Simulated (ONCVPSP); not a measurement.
**What one change does to a pseudopotential (Pt, ONCV)**

ONCVPSP 4.0.1 input, shortened (lines: element, Z, core and valence counts, functional; n l f; lmax; l rc ep ncon nbas qcut; lloc lpopt rc5 dvloc0; l nproj debl; icmod fcfact rcfact), PBE, fully relativistic:

```
  Pt 78.00   10    3        4      upf
    1    0    2.00
    2    0    2.00
    2    1    6.00
    3    0    2.00
    3    1    6.00
    3    2   10.00
    4    0    2.00
    4    1    6.00
    4    2   10.00
    4    3   14.00
    5    0    2.00
    5    1    6.00
    5    2    7.00
    3
    0    1.45    0.00    5    9    7.90
    1    1.15    0.00    3    6    6.60
    2    1.55    0.00    4    7    5.80
    3    1.45    0.14    4    8    7.30
    4    5    1.10    1.00
    0    2    3.00
    1    1    2.00
    2    3    0.80
    3    3    0.50
    3    4.00    1.35
```

Open shells are filled in proportion to 2j + 1.

In the s channel the program set the typed energies aside and used -5.025, 0.050 Ha. In the d channel the program set the typed energies aside and used -1.400, 0.250, 1.050 Ha (j = l + 1/2; the other j can differ).

Change: reference 5s2 5p6 5d9 6s1; wave 5s: rc 1.45 bohr, ncon 5, nbas 9, qcut 7.9 1/bohr, 2 projectors, debl 3 Ha becomes 5s+6s: rc 1.45 bohr, ncon 5, nbas 9, qcut 7.9 1/bohr, 2 projectors.

Cutoffs: the cutoffs (Ha) at which the residual kinetic energy of the hardest occupied pseudo-wave falls to 1 and 0.1 mHa per electron; they do not see the model core or the augmentation charge, which bear on the density cutoff. Errors are all-electron minus pseudo energies relative to the spin-unpolarised reference configuration.

Problem. What does the change do?

Solution. Both files keep a bound ghost (d, f); the range in which the p3/2 phases agree widens (upper end 0.9 → 2.1); the range in which the p1/2 phases agree widens (upper end 0.8 → 2.0).

| quantity | base | changed |
| --- | --- | --- |
| bound ghosts | f7/2, d3/2, f5/2 | d5/2, f7/2, d3/2, f5/2 |
| GHOST(+) flags under 300 eV | s at 166.9 eV | s at 192.1 eV |
| largest error over its own tests, meV | -24 | +2.5 |
| s: phases at 1.48 bohr within 0.05 rad from the reference energy up to (Ha; the scan ends near 5) | to the end of the scan | to the end of the scan |
| p3/2: phases at 1.17 bohr within 0.05 rad from the reference energy up to (Ha; the scan ends near 5) | 0.9 | 2.1 |
| p1/2: phases at 1.17 bohr within 0.05 rad from the reference energy up to (Ha; the scan ends near 5) | 0.8 | 2.0 |
| d5/2: phases at 1.58 bohr within 0.05 rad from the reference energy up to (Ha; the scan ends near 5) | to the end of the scan | to the end of the scan |
| d3/2: phases at 1.58 bohr within 0.05 rad from the reference energy up to (Ha; the scan ends near 5) | to the end of the scan | to the end of the scan |
| f7/2: phases at 1.48 bohr within 0.05 rad from the reference energy up to (Ha; the scan ends near 5) | to the end of the scan | to the end of the scan |
| f5/2: phases at 1.48 bohr within 0.05 rad from the reference energy up to (Ha; the scan ends near 5) | to the end of the scan | to the end of the scan |
| rms error of d²Exc/dni dnj with the model core, mHa | 5.05 | 3.75 |

 A true bound ghost makes a file unfit for plane-wave use even where its test errors are small: the radial tests pick states by their node count and pass the ghost by.
